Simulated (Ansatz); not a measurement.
The cluster PbO₂H₂. The state is a singlet with charge 0. Geometry relaxed at PBE0-D4/def2-TZVP.

```xyz
5

Pb   -0.692   -0.640    0.913
O    -0.762   -1.124   -1.098
O     0.669    0.897    0.509
H     0.968    1.402    1.269
H    -0.183   -0.535   -1.593
```

In the def2 sets Pb takes a core potential; there is no spin–orbit coupling. The structure comes from a short search, and lower isomers may exist.

Estimate the harmonic wavenumbers at RKS PBE0-D4/def2-TZVP (Ansatz, unscaled). Is this a minimum?

161, 330, 451, 525, 559, 697, 778, 3845, 3883 cm⁻¹. Yes, no mode is imaginary beyond noise. Zero-point energy 67.2 kJ/mol. Hardware: 4 threads of Arm Neoverse V1 on a shared host. Wall time 23 s.
